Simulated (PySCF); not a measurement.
Sr₃: fields on a plane

Computed with PySCF, PBE0, basis Sr def2-TZVP with ECP28 (scalar-relativistic core potentials, no spin–orbit coupling, density fitting).

The singlet minimum has Sr–Sr 4.317 Å (×3); Sr–Sr–Sr 60.0° (×3).

The plane holds Sr1 at (0.00, 0.00), Sr2 at (4.32, 0.00), Sr3 at (2.16, 3.74) Å. Columns run from x = -1.95 to 6.75 Å, rows from y = 6.15 (top) to -1.95 Å, in steps of 0.3 Å. Other isomers or separated fragments may lie lower. Core electrons replaced by a potential are absent, the electrostatic potential uses the reduced nuclear charge, and values within about 0.7 Å of such atoms have no physical meaning.

**Question.** Give the electron localisation function (set to 0 where the density is under 0.005 e/Å³). Lower edges of the bins: '_' 0.000, '.' 0.090, ':' 0.179, '-' 0.269, '=' 0.358, '+' 0.448, '*' 0.538, '#' 0.627, '%' 0.717, '@' 0.806; top 0.90, each point printed twice.

**Answer.** 
```
__________________%%@@@@@@@@@@@@@@@@@@##____________________
______________##%%@@@@%%##****##%%%%@@@@%%__________________
______________%%@@%%**==::::::::--++##%%%%##________________
____________##%%##++::............::==##%%%%**______________
__________**####++::....::----::......==####**______________
__________**##**::....--##%%@@%%++......++####++____________
________==****==..__::%%@@@@@@@@@@==....--****++____________
________==****==....==@@@@==::@@@@##..__::****++____________
________++****==....++@@@@____++@@%%::__::**##**--__________
______--++####++....==@@@@--..%%@@##....--####**==__________
______==**%%%%##--..::##@@@@@@@@%%==....++%%%%##++--________
____==++##%%@@@@**::..--##%%@@%%==....==%%@@@@%%**==--______
__==++**%%@@@@@@@@++::....::--::....--%%@@@@@@%%##**==______
==++**##%%%%@@@@@@%%++::....__....==%%@@@@@@@@%%####**++____
**************##%%%%%%**==::::--++##%%%%##**************++__
##**++--::....::--++****++====++**##++--::......::==**####++
##++::..__..........::==++++==++++--..........____..==**####
**--..__::==****==......--======::....--++**++--..__::++%%%%
++..__::**@@@@@@@@**....::++++--....==%%@@@@@@%%==....--##%%
==....++@@@@%%%%@@@@==..::++**--..::##@@@@%%@@@@##::..::##@@
--....##@@%%____%%@@**..::**##--..--@@@@..__==@@%%--..::**@@
--....##@@%%____%%@@**..::##%%==..--@@@@..__==@@%%--..::**@@
==....++@@@@%%%%@@@@==..--%%@@++..::%%@@@@%%@@@@##::..::##@@
**::..::##@@@@@@@@**....==@@@@##::..==%%@@@@@@%%==....==%%@@
##--....::++####++::..::**@@@@%%--....--**##**--....::**@@@@
@@**--............__..==%%@@@@@@**::____..........::++%%@@%%
@@%%**--::..........--**%%@@@@%%##==::..........--++%%@@@@##
@@@@@@##++==------==**##%%%%%%%%##**++--------++##%%@@@@%%__
```

**Question.** Give the electrostatic potential (V) (cut at 20 V). Every second row and column.

**Answer.** 
```
 0.0  0.0  0.0  0.1  0.4  0.7  1.0  1.1  0.9  0.6  0.3  0.1  0.0  0.0  0.0
-0.1  0.0  0.0  0.3  0.9  1.9  3.0  3.4  2.6  1.5  0.7  0.2  0.0 -0.1 -0.1
-0.1 -0.1  0.1  0.6  1.9  4.6  8.9 11.1  7.5  3.6  1.4  0.4  0.0 -0.1 -0.1
-0.1 -0.1  0.0  0.8  3.1  9.8 20.0 20.0 20.0  6.9  2.1  0.5  0.0 -0.1 -0.1
-0.2 -0.2  0.0  0.7  3.6 14.1 20.0 20.0 20.0  9.1  2.4  0.4 -0.1 -0.2 -0.2
-0.2 -0.2 -0.1  0.4  2.5  9.6 20.0 20.0 20.0  6.5  1.6  0.1 -0.2 -0.2 -0.2
-0.1 -0.1  0.0  0.3  1.2  3.9  8.7 11.2  7.1  2.8  0.8  0.2  0.0 -0.1 -0.1
 0.2  0.7  1.3  1.6  1.6  1.8  2.4  2.7  2.2  1.6  1.6  1.6  1.1  0.5  0.2
 1.0  2.5  5.2  7.5  6.3  3.3  1.4  1.0  1.8  4.2  7.0  7.0  4.3  1.9  0.7
 1.9  5.5 16.0 20.0 20.0  8.8  2.6  1.3  3.8 12.5 20.0 20.0 11.4  4.0  1.4
 2.6  8.1 20.0 20.0 20.0 15.7  3.7  1.8  5.6 20.0 20.0 20.0 20.0  5.6  1.8
 2.4  7.1 20.0 20.0 20.0 12.7  3.1  1.5  4.8 20.0 20.0 20.0 17.3  5.1  1.7
 1.6  4.1  9.4 16.0 13.0  5.7  1.6  0.7  2.5  7.6 15.1 14.5  7.4  3.1  1.2
 0.9  1.9  3.4  4.4  3.8  2.0  0.5  0.1  0.8  2.5  4.2  4.2  2.9  1.5  0.7
```
